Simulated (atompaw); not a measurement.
Pseudopotential generation for Pt: PAW (atompaw), PBE, scalar-relativistic.

Pt (Z = 78), PAW, made with atompaw 4.2.0.5 (PBE, scalar-relativistic). Core [Xe] 4f14, reference 5d9.5 6s0.5 6p0. Waves: 6s (bound): rc 2.35 bohr; 6s channel at 2.5 Ry: rc 3.00 bohr; 6p (bound, empty): rc 3.00 bohr; 6p channel at 0.35 Ry: rc 3.00 bohr; 5d (bound): rc 3.00 bohr; 5d channel at 0.7 Ry: rc 1.80 bohr. Local part: ultrasoft scheme with l = 3 at -0.5 Ry, radius 2.85 bohr. Core correction: smooth core density matched at 1.85 bohr. Augmentation charge: sinc compensation charge, radius 2.35 bohr; PAW radius 3.00 bohr; waves and projectors: custom rrkj gramschmidtortho.

Poles of the logarithmic derivatives, all-electron (AE) and pseudo (PS). s: poles at 0.7 (AE) and 0.7 (PS) Ry. p: poles at 2.0 (AE) and 2.0, 4.9 (PS) Ry. d: poles at -0.2, 4.3 (AE) and -0.2, 4.7 (PS) Ry. Test radius 3.01 bohr.

- Cutoffs needed: 12 Ry and 18 Ry (the cutoffs (Ry, on a coarse ladder) from which the occupation-weighted sum of valence levels, in a spherical-Bessel basis at the reference potential, stays within 10 and 1 mRy of its value at 400 Ry)
- Ghost test: no extra level below or beside the all-electron valence levels (s, p, d, f tested) (spherical-Bessel basis up to 400 Ry, 20 bohr box)
- Lowest eigenvalue of the overlap operator: 0.34 (d channel)
- Overlap eigenvalues printed by atompaw (projector basis): 0.445, 0.648, 0.9, 4.54, 6.93, 9.48
- Share of each valence orbital outside the PAW sphere: 6s 42 %, 6p 85 %, 5d 7 %
